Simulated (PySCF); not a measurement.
Job file and geometry (Å, from GFN2-xTB) of an NMR shielding run on benzo[b]thiophene (c12ccccc1ccs2, C$_{8}$H$_{6}$S), PySCF, GIAO PBE0/pcSseg-1 NMR shielding, non-relativistic, gas phase; density fitting, a coarse starting grid and PySCF grid level 2 are the driver's defaults:

```
{"job": {"kind": "nmr", "xc": "PBE0", "basis": "pcSseg-1"}, "charge": 0, "multiplicity": 1}
C     -1.865127    -0.836262     0.032452
C     -2.098291     0.532728    -0.100621
C     -1.049138     1.426652    -0.158844
C      0.242849     0.929385    -0.081950
S      1.723601     1.844237    -0.130208
C      2.651024     0.388730     0.025770
C      1.896854    -0.725622     0.109791
C      0.497757    -0.449010     0.051227
C     -0.582581    -1.330865     0.108214
H     -2.704914    -1.513993     0.076639
H     -3.113547     0.895818    -0.158539
H     -1.221201     2.487056    -0.261485
H      3.720701     0.467539     0.044664
H      2.298812    -1.718087     0.209829
H     -0.401213    -2.390318     0.211149
```

Task: What does the program print?

Result: 
```
coarse grid: 14032 points
cycle   1  E = -705.9999861252  dE =  1.864e+00  |g| = 3.668e-01  |ddm| = 4.241e+00
cycle   2  E = -705.9811440919  dE =  1.884e-02  |g| = 4.517e-01  |ddm| = 1.059e+00
cycle   3  E = -706.0360256030  dE = -5.488e-02  |g| = 9.620e-02  |ddm| = 6.177e-01
cycle   4  E = -706.0385104765  dE = -2.485e-03  |g| = 3.563e-02  |ddm| = 1.531e-01
cycle   5  E = -706.0388039124  dE = -2.934e-04  |g| = 1.257e-02  |ddm| = 4.441e-02
cycle   6  E = -706.0388454332  dE = -4.152e-05  |g| = 2.830e-03  |ddm| = 1.624e-02
cycle   7  E = -706.0388471436  dE = -1.710e-06  |g| = 1.319e-03  |ddm| = 4.651e-03
final grid: 133648 points
cycle   8  E = -706.0945893153  dE = -2.744e-05  |g| = 9.901e-03  |ddm| = 5.647e-02
cycle   9  E = -706.0945595677  dE =  2.975e-05  |g| = 1.425e-02  |ddm| = 2.888e-02
cycle  10  E = -706.0946143757  dE = -5.481e-05  |g| = 2.022e-03  |ddm| = 1.950e-02
cycle  11  E = -706.0946154885  dE = -1.113e-06  |g| = 3.723e-04  |ddm| = 2.460e-03
cycle  12  E = -706.0946155232  dE = -3.470e-08  |g| = 9.944e-05  |ddm| = 4.790e-04
cycle  13  E = -706.0946155253  dE = -2.096e-09  |g| = 3.715e-05  |ddm| = 1.228e-04
cycle  14  E = -706.0946155256  dE = -3.306e-10  |g| = 1.252e-05  |ddm| = 5.378e-05
converged SCF energy = -706.0946155256

GIAO shielding tensors (ppm)
atom      isotropic    diamagn.    paramagn.     s11        s22        s33       span
  0 C       57.512     253.552    -196.041    -50.562     43.923    179.174    229.736
  1 C       57.859     253.355    -195.495    -49.029     45.315    177.291    226.320
  2 C       58.990     248.558    -189.568    -43.518     45.495    174.993    218.511
  3 C       38.723     262.597    -223.874    -32.755      6.402    142.522    175.278
  4 S      323.177    1056.017    -732.840    183.649    376.172    409.710    226.061
  5 C       51.660     261.931    -210.271    -40.984     53.894    142.069    183.054
  6 C       58.432     247.854    -189.422    -24.695     57.393    142.599    167.294
  7 C       43.513     254.374    -210.861    -36.803      9.972    157.370    194.173
  8 C       57.791     248.849    -191.058    -41.932     43.203    172.103    214.035
  9 H       24.034      29.896      -5.862     19.892     25.268     26.942      7.050
 10 H       24.084      29.586      -5.502     19.872     25.330     27.051      7.178
 11 H       23.581      30.423      -6.842     18.274     24.004     28.465     10.191
 12 H       24.380      30.119      -5.738     20.867     25.119     27.155      6.288
 13 H       24.215      30.996      -6.781     19.953     24.904     27.787      7.834
 14 H       23.547      31.550      -8.003     18.541     24.453     27.645      9.104
```

Task: Turn these shieldings into chemical shifts. Referencing at the same level of theory: TMS for $^{13}$C (186.93 ppm), $^{1}$H (31.72 ppm); $^{33}$S (503.73 ppm) vs CS2.

Result: Averaging equivalent atoms: C 3: 148.2; C 7: 143.4; C 5: 135.3; C 0: 129.4; C 8: 129.1; C 1: 129.1; C 6: 128.5; C 2: 127.9; S 4: 181; H 14: 8.17; H 11: 8.14; H 9: 7.68; H 10: 7.63; H 13: 7.50; H 12: 7.34 ppm. 

Size and cost of the density-fitted run: 190 basis functions, 44 s wall time on 1 thread of an x86-64 server CPU, shared host.
